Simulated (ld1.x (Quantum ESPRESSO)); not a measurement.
## He: one change to a PAW potential, before and after

* Element: helium (He)
* Generator: ld1.x (Quantum ESPRESSO) 7.5
* Type: PAW
* Functional: LDA (PZ)
* Relativity: scalar-relativistic
* Frozen core: none
* Valence charge: 2
* Reference configuration: 1s2
* Partial waves: 1s (bound): rcut 0.50, rcutus 0.55 bohr; 1s channel at -0.8 Ry: rcut 0.50, rcutus 0.55 bohr; 2p channel at 0.5 Ry: rc 0.45 bohr
* Local potential: the p channel
* Core correction: none
* Augmentation charge: PSQ, inside the norm-conserving radii

All-electron outer shells of the reference configuration (LDA (PZ), scalar-relativistic, ld1.x):

| shell | level (eV) | outermost node (bohr) | outermost maximum (bohr) |
| --- | --- | --- | --- |
| 1s | -15.52 | – | 0.57 |

Change: waves 1s (bound): rcut 0.46, rcutus 0.48 bohr; 1s channel at -0.8 Ry: rcut 0.46, rcutus 0.48 bohr.

Cutoffs: the cutoffs (Ry, on a coarse ladder) from which the occupation-weighted sum of valence levels, in a spherical-Bessel basis at the reference potential, stays within 10 and 1 mRy of its value at 400 Ry; they do not see the model core or the augmentation charge, which bear on the density cutoff. Errors are all-electron minus pseudo energies relative to the spin-unpolarised reference configuration.

Problem. Predict the effect on cutoff, ghosts and configuration errors.

Solution. The potential gets harder (100 Ry and 160 Ry → 140 Ry and 200 Ry); of the 4 tests that both files solve, the error grows in 1 and shrinks in 0 by more than 15 % and 0.3 meV (median size 0.2 → 0.3 meV); neither file shows a bound ghost. A smaller radius makes the pseudo-wave follow the all-electron one further in, where it bends more sharply, so more plane waves are needed.

| quantity | base | changed |
| --- | --- | --- |
| cutoff, loose | 100 Ry | 140 Ry |
| cutoff, tight | 160 Ry | 200 Ry |
| bound ghosts | none | none |
| error for 1s1, meV [ΔE 26.49 eV] | +0.3 | +0.4 |
| error for 1s1.5, meV [ΔE 10.37 eV] | 0.0 | 0.0 |
| error for 1s1 (spin-polarised), meV [ΔE 24.28 eV] | +0.8 | +1.2 |
| error for 1s1.5 (spin-polarised), meV [ΔE 10.02 eV] | +0.1 | +0.1 |
| lowest overlap eigenvalue by channel | s 0.99 | s 0.98 |
